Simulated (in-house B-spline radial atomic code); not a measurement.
**TDHF excitations of Ru8+**

Method: TDHF. Computed with a B-spline radial code for spherical atoms: linear response of the closed shell [Ar] 3d10 4s2 4p6 with bare exchange (time-dependent Hartree-Fock); scalar-relativistic (spin-free one-electron X2C), finite nucleus, no spin-orbit coupling, no double excitations, S, P, D and F terms only; shells from n = 2 respond. Only terms of natural parity with L up to 3 were computed.

Command:
```bash
python run_td.py task.json out
```
Settings (radii: box in bohr, nucleus in fm):
```
Z                        44
electrons                36
configuration            [Ar] 3d10 4s2 4p6
hamiltonian              x2c
method                   hf
box_radius               11.59
rms_radius               4.4809
intervals                69
```

Cost of the run: 2.5 s on 1 thread of Arm Neoverse N1 (shared host).

The lowest states, in the order of their Tamm-Dancoff energies; the method's threshold (minus the highest occupied level) is 179.35 eV. Labels give the largest channel, * marks a mixed state, and oscillator strengths are full-response dipole values. Energies in eV:

```csv
state,full response,Tamm-Dancoff,oscillator strength
4p → 4d 3P,?,?,-
4p → 4d 3F,46.77,47.27,-
4p → 4d 1F,50.82,50.92,-
4p → 4d 1P,61.91,64.08,5.37
4p → 5s 3P,82.02,82.05,-
4p → 5s 1P,?,?,?
4s → 4d 3D,84.37,84.47,-
4s → 4d 1D,91.10,91.27,-
4p → 5p 3S,91.23,91.27,-
4p → 5p 3D,93.47,93.50,-
4p → 5p 1D,94.30,94.32,-
4p → 5p 1S,97.13,97.38,-
4p → 4f 3D,100.34,100.34,-
4p → 4f 1D,103.23,103.40,-
4p → 5d 3P,110.64,110.65,-
4p → 5d 3F,111.36,111.38,-
```

Where does 4p → 4d 3P lie?

At 45.89 eV in full response, 46.03 eV in Tamm-Dancoff.

Where does 4p → 5s 1P lie?

At 83.16 eV in full response, 83.19 eV in Tamm-Dancoff, oscillator strength 0.605.

How large is the singlet-triplet splitting of 4p → 4d (F terms) in Tamm-Dancoff?

3.65 eV, from the unrounded values.

What polarisabilities and dispersion coefficient does the method give?

Dipole 1.177 bohr³, quadrupole 1.267 bohr⁵, C6 2.627 hartree·bohr⁶ for two such species.
